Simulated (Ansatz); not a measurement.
Mulliken charges of H5N2PSi, SMILES `N[SiH]1NP1` from r2SCAN/def2-TZVPP in Ansatz (PBE0-D4/def2-TZVP geometry).

```csv
atom,x (Å),y (Å),z (Å),charge (e)
N1,-1.034,1.196,-0.269,-0.447
Si2,0.385,0.410,0.232,0.539
N3,0.885,-0.932,-0.661,-0.412
P4,0.681,-1.637,0.972,-0.045
H5,-1.835,0.683,-0.598,0.169
H6,-1.280,2.097,0.107,0.161
H7,1.335,1.458,0.665,-0.093
H8,1.615,-1.214,-1.289,0.151
H9,-0.664,-2.107,0.823,-0.024
```

Task: By hand: the dipole of these point charges (1 e Å = 4.8032 D).

Result: Σ q r = (-0.106, 0.329, 0.114) e Å, of length 0.364 e Å = 1.75 D.

Task: How does the dipole of the full density compare? (Best estimate.)

Result: The calculation gave: (-0.245, 0.358, -0.169) e Å, 2.24 D; the point charges give 0.78 times that, at 43° from its direction.

Point charges leave out the atoms' own dipoles, such as those of lone pairs, and Mulliken's split depends on the basis, so the two needn't agree.
